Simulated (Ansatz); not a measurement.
Consider the substitution at a C–S bond: `BC(=C)S` + `[NH2][GeH3]` → `BC(=C)[NH][GeH3]` + H₂S.

Program: Ansatz. Geometries: PBE0-D4/def2-TZVP. ΔE: electronic, gas phase. CCSD(T)/CBS adds triple-zeta CCSD(T) − MP2 to the extrapolated MP2 energy (def2 sets, frozen cores). This one scheme is used for every species. Functionals use def2-TZVPP. B3LYP here is the variant with VWN-RPA as its local correlation; programs differ in this. For Ge outer-core shells are correlated without core-valence functions, which leaves a few kJ/mol of doubt a bond. Scalar relativity is left out up to krypton. One conformer a species, not always the lowest.

| level | ΔE (kJ/mol) | difference from CCSD(T)/CBS |
| --- | --- | --- |
| PBE-D4 | -3.2 | -2.8 |
| r2SCAN-D4 | -2.0 | -1.6 |
| PBE0-D4 | -3.5 | -3.1 |
| B3LYP-D4 | -4.7 | -4.3 |
| B2PLYP | -0.1 | 0.3 |
| PBE | -0.1 | 0.3 |
| PBE0 | -0.6 | -0.2 |
| B3LYP | -0.1 | 0.3 |
| HF/def2-TZVPP | 1.3 | 1.7 |
| SCS-MP2/def2-TZVPP | 0.6 | 1.0 |
| CCSD/def2-TZVPP | -2.6 | -2.2 |
| HF/def2-QZVPP | 1.3 | 1.7 |
| SCS-MP2/def2-QZVPP | 2.0 | 2.4 |
| HF/CBS(def2) | 1.3 | 1.7 |
| MP2/CBS(def2) | 2.5 | 2.9 |
| CCSD/CBS(def2) | -0.2 | 0.2 |
| CCSD(T)/CBS | -0.4 | 0 |

Largest T1 diagnostic among the species: 0.012.

The D4 term adds −4.7 kJ/mol with B3LYP and −2.9 kJ/mol with PBE0; it sums over pairs of atoms, weighted by their polarisabilities, and B3LYP, whose exchange is more repulsive, gets the larger term.
